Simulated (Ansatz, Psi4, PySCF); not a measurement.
O₂Ti, triplet, at a GFN2-xTB geometry (such geometries of metal compounds can be far from the true shape) (the multiplicity is a formal guess). Base run: PySCF with WB97X/6-31G**.

Here is a job for PySCF.
```python
from pyscf import gto, scf, dft

mol = gto.Mole()
mol.atom = '''
    Ti    0.087135    0.016677    0.105040
    O     1.094196    0.190064   -1.185323
    O    -1.333819   -0.235927    0.896463
'''
mol.basis = '6-31g**'
mol.charge = 0
mol.spin = 2
mol.verbose = 4
mol.build()

mf = dft.UKS(mol)
mf.xc = 'wb97x'
mf.kernel()
```

The same geometry, method and basis name were run in Ansatz (a first-principles code) and Psi4 and PySCF, at each program's defaults and at the settings that a row names. The base is PySCF at its defaults. Differences at the defaults can come from grids, fitting, cores and function types together. The rows with settings made alike still differ; the cause (another SCF solution, basis table, core potential or functional code) wasn't traced.

```json
[
 {"code and settings": "PySCF, defaults (exact integrals, its default grid, spherical functions)", "ΔE vs base (mEh)": "0.000", "basis functions": "62", "E (Eh)": "-999.69934", "SCF cycles": "21", "dipole (D)": "0.82", "outcome": "converged"},
 {"code and settings": "Psi4, defaults (density fitting with its default set, its default grid, Cartesian functions)", "ΔE vs base (mEh)": "-33.807", "basis functions": "69", "E (Eh)": "-999.73315", "SCF cycles": "16", "dipole (D)": "2.20", "outcome": "another SCF solution"},
 {"code and settings": "Ansatz, defaults (factorised integrals, its default grid, Cartesian functions)", "ΔE vs base (mEh)": "-31.486", "basis functions": "66", "E (Eh)": "-999.73083", "SCF cycles": "-", "dipole (D)": "-", "outcome": "converged"},
 {"code and settings": "PySCF, density fitting with def2-universal-jkfit", "ΔE vs base (mEh)": "-0.017", "basis functions": "62", "E (Eh)": "-999.69936", "SCF cycles": "21", "dipole (D)": "0.82", "outcome": "converged"},
 {"code and settings": "PySCF, fine grid", "ΔE vs base (mEh)": "0.008", "basis functions": "62", "E (Eh)": "-999.69933", "SCF cycles": "20", "dipole (D)": "0.82", "outcome": "converged"},
 {"code and settings": "Psi4, exact integrals, spherical functions, fine grid", "ΔE vs base (mEh)": "-26.690", "basis functions": "62", "E (Eh)": "-999.72603", "SCF cycles": "21", "dipole (D)": "2.19", "outcome": "another SCF solution"},
 {"code and settings": "Ansatz, high accuracy", "ΔE vs base (mEh)": "-", "basis functions": "-", "E (Eh)": "-", "SCF cycles": "-", "dipole (D)": "-", "outcome": "cut at the time limit"}
]
```

A guess, shift, damping, solver or small numerical setting can't move a converged solution much, so rows marked as another SCF solution ended in a different state.

Open shells are given as the SCF converged; they aren't shown to be the lowest states, and a large step between rows can be another state.
